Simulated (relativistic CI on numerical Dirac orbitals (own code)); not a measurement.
**Co4+: L2,3 absorption edge**

Computed with this model: Dirac-Coulomb-Breit CI, KLI orbitals optimised for each configuration, QED by a radiative potential, valence Slater integrals scaled by 0.7, multiplet model of core-to-valence dipole absorption; configurations [Ar] 3d5 → [He] 2s2 2p5 3s2 3p6 3d6; 300 K; Lorentzian 0.4 eV and Gaussian 0.3 eV FWHM. Energies are those of the free ion, without screening or charge transfer. The branching ratio is the share of the lower-energy edge in the whole absorption, uncertain by about 0.02 where the edges overlap. S is read from ⟨S²⟩ = S(S + 1).

Field parameters in Wybourne normalisation: D3d B²₀ = −7Dσ, B⁴₀ = −14Dq − 21Dτ, B⁴₃ = −14√(10/7) Dq; D4h B²₀ = −7Ds, B⁴₀ = 21(Dq − Dt), B⁴₄ = 21√(5/14) Dq; Oh B⁴₀ = 21Dq, B⁴₄ = √(5/14) B⁴₀. The field is a parameter set, without covalency.

Peaks in eV (height, largest 100): 783.5 (13), 784.6 (46), 787.5 (100), 788.9 (27), 800.3 (14), 801.8 (9), 802.9 (18), 804.3 (14).

Question: Which surroundings give this spectrum?
A. D4h, 10Dq = 30300, Ds = 670, Dt = -700 cm⁻¹
B. D3d, 10Dq = 14600, Dσ = -1170, Dτ = -200 cm⁻¹
C. D4h, 10Dq = 15950, Ds = 710, Dt = 820 cm⁻¹
D. D4h, 10Dq = 25950, Ds = -1220, Dt = 420 cm⁻¹

Answer: D. D4h, 10Dq = 25950, Ds = -1220, Dt = 420 cm⁻¹, where the ground state has S = 2.49.
